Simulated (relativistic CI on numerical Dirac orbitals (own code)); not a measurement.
**What each ingredient does to the levels of Tb¹³⁺**

Base calculation: Dirac-Coulomb-Breit CI, orbitals from a KLI potential per configuration, QED by a radiative potential, unscaled Slater integrals.

Configuration list (outside the closed core [Kr] 4d10): 4f4.5s2, 4f6, 4f5.5s, 4f4.5s.5p, 4f3.5s2.5p, 4f5.5p, 4f3.5s.5p2, 4f5.5d, 4f2.5s2.5p.6s, 4f3.5s2.6s, 4f3.5s2.7s, 4f2.5s2.5p2, 4f2.5s.5p3, 4f.5s2.5p3, 4f.5s2.5p2.6s, 4f.5s2.5p2.7s, 4f2.5s2.6s2, 4f2.5s.5p.6s2, 4f.5s2.5p.6s2, 4f.5s2.6s2.7s. Double excitations out of closed p, d and f shells are left out; levels of such configurations are missing from the list, as are those of other unlisted configurations, and high levels can miss mixing partners.

Variants: (1) valence Slater integrals scaled by 0.9; (2) Breit term removed; (3) one mean potential for all configurations. Shifts of the energy above 4f4.5s2 5I_4, in cm⁻¹, for the lowest level and the first level of each name with at least 55 % of one term (blank where a level changes its place among those of its configuration and J or its character, or is not in the variant):

| Level | Base | Δ(1) | Δ(2) | Δ(3) |
| --- | --- | --- | --- | --- |
| 4f4.5s2 5I_4 | 0.0 | 0.0 | 0.0 | 0.0 |
| 4f4.5s2 5I_5 | 3417.2 | +63.3 | +376.8 | +152.1 |
| 4f4.5s2 5I_6 | 7028.8 | +73.3 | +783.2 | +287.6 |
| 4f4.5s2 5I_7 | 10712.7 | +25.6 | +1197.6 | +399.5 |
| 4f4.5s2 5I_8 | 14396.9 | -72.2 | +1610.2 | +488.1 |
| 4f4.5s2 5F_1 | 24976.3 | -2145.0 | +68.8 | -317.5 |
| 4f4.5s2 5F_2 | 25768.6 | -2273.3 | +103.7 | -348.8 |
| 4f4.5s2 5F_3 | 27775.6 | -2193.7 | +370.6 | -237.1 |
| 4f4.5s2 5S_2 | 29409.6 | -2219.3 | +414.9 | -196.4 |
| 4f4.5s2 5F_4 | 29449.7 | -2506.7 | +372.7 | -327.8 |
| 4f4.5s2 3K_6 | 30724.5 | -2529.9 | +671.3 | -323.4 |
| 4f4.5s2 5F_5 | 32679.7 | -2286.1 | +824.2 | -108.9 |
| 4f4.5s2 3K_7 | 33263.7 | -2702.7 | +881.4 | -315.6 |
| 4f4.5s2 5G_2 | 35540.5 | -3420.6 | -21.2 | -627.3 |
| 4f5.5s 7H°_2 | 35560.2 | +2438.5 | +1932.0 | -9400.2 |
| 4f4.5s2 5G_3 | 36031.5 | -3374.0 | +79.5 | -595.5 |
| 4f4.5s2 3K_8 | 36330.7 | -2894.1 | +1155.2 | -297.0 |
| 4f5.5s 7H°_3 | 36877.5 | +2468.0 | +2098.1 | -9401.7 |
| 4f5.5s 7H°_4 | 38543.2 | +2496.8 | +2312.7 | -9403.5 |
| 4f5.5s 7H°_5 | 40482.5 | +2513.2 | +2565.9 | -9405.1 |
| 4f4.5s2 5G_4 | 40789.8 | -3250.9 | +531.2 | -368.2 |
| 4f4.5s2 3G_3 | 42135.1 | -3419.7 | +474.9 | -423.9 |

At this charge transitions that keep the count of f electrons are usually good to a few per cent. Terms inside the open d or f shell come out 10 to 20 % too wide with unscaled integrals. Levels and lines within the n = 5 or 6 shells can be off by up to 10 % or somewhat more, and those that change n by about 2 %, since core polarisation is missing. Levels that differ in their count of f electrons can be misplaced by several ten thousand cm⁻¹, since the correlation energy of f electrons is missing or only estimated; rates across such gaps can be off by orders of magnitude.

Ionisation energy from one configuration of each of the two ions, the ground ones as tabulated or assumed: base 268.088 eV; valence Slater integrals scaled by 0.9 268.264 eV; Breit term removed 268.492 eV. The NIST ASD value (theoretical) is 273 ± 14 eV.

LS names give the leading component of a level, which can be under half, so a name can repeat, a term be missing and a line seem to break the LS rules.
